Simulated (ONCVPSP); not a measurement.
holmium: one change to an ONCV potential, before and after

```
Element                 : holmium (Ho)
Generator               : ONCVPSP 4.0.1
Type                    : optimised norm-conserving Vanderbilt (ONCV)
Functional              : PW91
Relativity              : non-relativistic
Frozen core             : [Xe] 4f10
Valence charge          : 3
Reference configuration : 5d1 6s1.5 (charge +0.5)
Partial waves           : 6s: rc 3.60 bohr, ncon 4, nbas 8, qcut 2 1/bohr, 2 projectors, debl 0.4 Ha; p scattering state at 0.42 Ha: rc 3.85 bohr, ncon 4, nbas 7, qcut 2.4 1/bohr, 3 projectors, debl 1.7 Ha; 5d: rc 2.40 bohr, ncon 4, nbas 7, qcut 4.4 1/bohr, 2 projectors, debl 3.6 Ha; f scattering state at 0.4 Ha: rc 2.95 bohr, ncon 4, nbas 8, qcut 3.4 1/bohr, 3 projectors, debl 1.4 Ha
Local potential         : polynomial inside 2.30 bohr (lpopt 5, dvloc0 -1 Ha)
Core correction         : Teter function, fcfact 5.5, rcfact 1.05
```

In the p channel the program set the typed energies aside and used 0.050, 1.750, 3.450 Ha.

All-electron outer shells of the reference configuration (PW91, non-relativistic, ld1.x):

```csv
shell,level (eV),outermost node (bohr),outermost maximum (bohr)
4f,-17.29,–,0.51
6s,-6.38,1.63,3.39
5d,-5.89,0.74,1.84
```

Change: s: debl 2.55.

Cutoffs: the cutoffs (Ha) at which the residual kinetic energy of the hardest occupied pseudo-wave falls to 1 and 0.1 mHa per electron; they do not see the model core or the augmentation charge, which bear on the density cutoff. Errors are all-electron minus pseudo energies relative to the spin-unpolarised reference configuration.

What does the change do?

The potential gets neither clearly harder nor softer (8.8 Ha and 16 Ha → 8.8 Ha and 16 Ha); the bound ghost in s disappears; the lowest positive-energy flag moves from p at 81.0 eV to s at 14.5 eV; of the 4 tests that both files solve, the error grows in 1 and shrinks in 1 by more than 15 % and 0.3 meV (median size 4.0 → 3.6 meV).

```csv
quantity,base,changed
"cutoff, loose",8.8 Ha,8.8 Ha
"cutoff, tight",16 Ha,16 Ha
bound ghosts,s,none
GHOST(+) flags under 300 eV,p at 81.0 eV,"s at 14.5 eV, p at 81.0 eV"
"error for 5d1 6s2, meV [ΔE -2.58 eV]",-0.4,+0.2
"error for 5d1 6s1, meV [ΔE 3.83 eV]",+1.7,+2.4
"error for 5d1 6s0, meV [ΔE 15.51 eV]",+136,+136
"error for 5d2 6s1, meV [ΔE -1.40 eV]",-6.2,-4.8
s: phases at 3.65 bohr within 0.05 rad from the reference energy up to (Ha; the scan ends near 5),n/a,n/a
p: phases at 3.90 bohr within 0.05 rad from the reference energy up to (Ha; the scan ends near 5),2.9,2.9
d: phases at 2.43 bohr within 0.05 rad from the reference energy up to (Ha; the scan ends near 5),to the end of the scan,to the end of the scan
f: phases at 3.00 bohr within 0.05 rad from the reference energy up to (Ha; the scan ends near 5),4.7,4.7
"rms error of d²Exc/dni dnj with the model core, mHa",11.56,11.56
```

Base: The cutoffs count occupied waves only; projector 2 of the f channel, the hardest unoccupied one, needs 23 Ha at the loose tolerance. Changed file: The cutoffs count occupied waves only; projector 2 of the f channel, the hardest unoccupied one, needs 23 Ha at the loose tolerance. A true bound ghost makes a file unfit for plane-wave use even where its test errors are small: the radial tests pick states by their node count and pass the ghost by.
